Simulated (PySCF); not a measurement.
C2H5O2, SMILES [O]CCO, multiplicity 2. Atoms are numbered in the order given.

```xyz
9

O      1.4031     0.0385     0.7391
C      0.8151    -0.3405    -0.4213
C     -0.7195    -0.4518    -0.1945
O     -1.3335     0.7644     0.1088
H      0.9837     0.3781    -1.2552
H      1.1437    -1.3535    -0.7410
H     -0.8969    -1.1282     0.6549
H     -1.1360    -0.9267    -1.1052
H     -1.2248     1.3607    -0.6410
```
Charge 0, spin multiplicity 2.

Geometry optimised at ωB97X-D3(BJ)/def2-SVP. The isomer is the one that the SMILES or the coordinates give; other isomers of the formula were not compared. Other conformers were not sampled.

Calculation: M06-2X/def2-TZVPD in PySCF.

Mulliken values depend strongly on the basis, most of all with diffuse functions as here. ESP charges are fitted to the potential on shells at 1.4 to 2.0 van der Waals radii. Atomic charges (e):

```json
[
 {"atom": "O1", "ESP fit": "-0.28", "Mulliken": "-0.36", "meta-Löwdin": "-0.27", "Mulliken spin": "0.94"},
 {"atom": "C2", "ESP fit": "0.16", "Mulliken": "-0.17", "meta-Löwdin": "0.00", "Mulliken spin": "-0.09"},
 {"atom": "C3", "ESP fit": "-0.02", "Mulliken": "-0.43", "meta-Löwdin": "…", "Mulliken spin": "0.14"},
 {"atom": "O4", "ESP fit": "-0.52", "Mulliken": "-0.56", "meta-Löwdin": "-0.52", "Mulliken spin": "0.00"},
 {"atom": "H5", "ESP fit": "0.04", "Mulliken": "0.29", "meta-Löwdin": "…", "Mulliken spin": "0.00"},
 {"atom": "H6", "ESP fit": "0.04", "Mulliken": "0.26", "meta-Löwdin": "…", "Mulliken spin": "0.02"},
 {"atom": "H7", "ESP fit": "0.15", "Mulliken": "0.33", "meta-Löwdin": "…", "Mulliken spin": "-0.01"},
 {"atom": "H8", "ESP fit": "0.05", "Mulliken": "0.30", "meta-Löwdin": "…", "Mulliken spin": "-0.01"},
 {"atom": "H9", "ESP fit": "0.38", "Mulliken": "0.34", "meta-Löwdin": "0.34", "Mulliken spin": "0.00"}
]
```

Problem. Some entries are withheld; supply them. (Estimate from the structure and the level; the computed values follow.)

Solution. 
- C3, meta-Löwdin: 0.03
- H5, meta-Löwdin: 0.08
- H6, meta-Löwdin: 0.11
- H7, meta-Löwdin: 0.13
- H8, meta-Löwdin: 0.10
